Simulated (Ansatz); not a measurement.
Relaxation of FH₇O₄SiTi (14 atoms, charge 0, multiplicity 1), to a largest force component of 0.03 eV/Å in at most 50 steps.

All numbers below come from Ansatz 0.2.0, RKS PBE/def2-SVP.

```xyz
14
Properties=species:S:1:pos:R:3
Ti -0.085 -0.661 -0.301
O 0.362 -0.200 2.746
Si -1.070 0.109 3.586
H -2.202 -0.797 3.176
H -0.860 -0.071 5.072
H -1.421 1.544 3.324
F 1.225 0.509 -0.401
O -1.630 0.017 0.329
H -2.279 0.565 -0.148
O -0.376 -1.133 -2.004
H -0.916 -1.876 -2.326
O 0.339 -2.250 0.623
H 1.156 -2.730 0.392
H 0.523 -1.152 2.526
```

Q: Where does it end, and by what steps?

A: It converged. After 13 steps the energy has fallen by 0.224 eV; O2 moved furthest, 0.47 Å. Joined: Ti1–O2 (3.11 → 2.29 Å).

```csv
step,energy less start (eV),largest force component (eV/Å),accepted
0,0.0000,0.978,yes
1,-0.0917,0.383,yes
2,-0.1193,0.383,yes
3,-0.1469,0.310,yes
4,-0.1435,0.952,no
5,-0.1826,0.286,yes
6,-0.1942,0.460,yes
7,-0.2018,0.683,yes
8,-0.2177,0.132,yes
9,-0.2050,0.446,no
10,-0.2221,0.086,yes
11,-0.2232,0.046,yes
12,-0.2236,0.037,yes
13,-0.2238,0.017,yes
```

```xyz
14
Properties=species:S:1:pos:R:3
Ti -0.002 -0.583 0.061
O 0.188 -0.366 2.338
Si -1.130 0.113 3.326
H -2.329 -0.777 3.188
H -0.639 0.011 4.747
H -1.425 1.542 3.007
F 1.235 0.664 -0.147
O -1.678 0.011 0.552
H -2.263 0.411 -0.117
O -0.307 -1.063 -1.648
H -0.927 -1.714 -2.020
O 0.558 -2.225 0.742
H 0.957 -2.866 0.128
H 0.530 -1.284 2.438
```

Whether the end is a true minimum wasn't checked by a vibrational analysis.

Time of the run: 32 s on 4 threads of Arm Neoverse V2, on a shared host, peak memory 0.25 GiB.
